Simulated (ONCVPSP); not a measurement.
## Before and after: ONCV potential for K (Z = 19)

```
Element                 : K
Generator               : ONCVPSP 4.0.1
Type                    : optimised norm-conserving Vanderbilt (ONCV)
Functional              : LDA (Perdew-Wang 92)
Relativity              : scalar-relativistic
Frozen core             : [Ne]
Valence charge          : 9
Reference configuration : 3s2 3p6 4s1
Partial waves           : 3s+4s: rc 2.45 bohr, ncon 3, nbas 7, qcut 3.9 1/bohr, 2 projectors; 3p: rc 1.30 bohr, ncon 4, nbas 8, qcut 6.8 1/bohr, 2 projectors, debl 1.8 Ha; d scattering state at 0.07 Ha: rc 2.20 bohr, ncon 3, nbas 7, qcut 3.8 1/bohr, 1 projector
Local potential         : polynomial inside 0.85 bohr (lpopt 2, dvloc0 0 Ha)
Core correction         : Teter function, fcfact 4.75, rcfact 1.25
```

Change: s: qcut 4.4; p: qcut 7.7; d: qcut 4.3.

Cutoffs: the cutoffs (Ha) at which the residual kinetic energy of the hardest occupied pseudo-wave falls to 1 and 0.1 mHa per electron; they do not see the model core or the augmentation charge, which bear on the density cutoff. Errors are all-electron minus pseudo energies relative to the spin-unpolarised reference configuration.

Task: What does the change do?

Result: The potential gets neither clearly harder nor softer (12 Ha and 34 Ha → 17 Ha and 27 Ha); the errors of the 4 common tests hardly move; neither file shows a bound ghost.

```tsv
quantity	base	changed
cutoff, loose	12 Ha	17 Ha
cutoff, tight	34 Ha	27 Ha
loose cutoff by channel	s 4.8 Ha, p 12 Ha	s 5.0 Ha, p 17 Ha
bound ghosts	none	none
GHOST(+) flags under 300 eV	none	none
error for 3s2 3p6 4s0, meV [ΔE 4.40 eV]	-0.3	-0.3
error for 3s2 3p6 4s0.5, meV [ΔE 1.71 eV]	0.0	0.0
error for 3s2 3p6 4s0 4p1, meV [ΔE 1.63 eV]	-0.1	-0.2
error for 3s2 3p5 4s1, meV [ΔE 24.97 eV]	+22	+21
s: phases at 2.49 bohr within 0.05 rad from the reference energy up to (Ha; the scan ends near 5)	2.4	2.5
p: phases at 1.32 bohr within 0.05 rad from the reference energy up to (Ha; the scan ends near 5)	to the end of the scan	to the end of the scan
d: phases at 2.23 bohr within 0.05 rad from the reference energy up to (Ha; the scan ends near 5)	0.8	0.8
rms error of d²Exc/dni dnj with the model core, mHa	0.57	0.60
```

Base: The cutoffs count occupied waves only; projector 1 of the d channel, the hardest unoccupied one, needs 36 Ha at the loose tolerance.
